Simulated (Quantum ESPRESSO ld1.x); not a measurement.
All-electron atom: Hg63+ in [Ne] 3s2 3p5 (the NIST ground configuration). Method: Dirac Kohn-Sham, PBE, spin-unpolarised, spherical densities, point nucleus; open shells are shared between the two j in proportion to 2j + 1; computed with ld1.x of Quantum ESPRESSO 7.5.

Normalised radial functions P(r) = r R(r) (large component), r in bohr:

r	2p1/2	2p3/2
0.002017	0.2000	0.0518
0.002544	0.2594	0.0790
0.003208	0.3389	0.1200
0.004078	0.4500	0.1835
0.005143	0.5945	0.2742
0.006487	0.7865	0.4054
0.00818	1.0382	0.5912
0.01032	1.3611	0.8476
0.01311	1.7775	1.2028
0.01654	2.2553	1.6412
0.02086	2.7823	2.1647
0.0263	3.3040	2.7364
0.03344	3.7424	3.2971
0.04217	3.9485	3.6886
0.05318	3.8287	3.7950
0.06707	3.3350	3.5161
0.08458	2.5367	2.8576
0.1075	1.5962	1.9398
0.1356	0.8192	1.0819
0.171	0.3202	0.4656
0.2157	0.0888	0.1446
0.272	0.0160	0.0298
0.3458	0.0015	0.0034
0.436	0.0001	0.0002
0.5499	0.0000	0.0000
0.6935	0.0000	0.0000
0.8746	0.0000	0.0000

2p1/2: eigenvalue -19068.9 eV, 0 radial nodes, <r> = 0.0564 bohr, 90 % of the charge inside 0.0939 bohr. 2p3/2: eigenvalue -17084.9 eV, 0 radial nodes, <r> = 0.0648 bohr, 90 % of the charge inside 0.105 bohr.
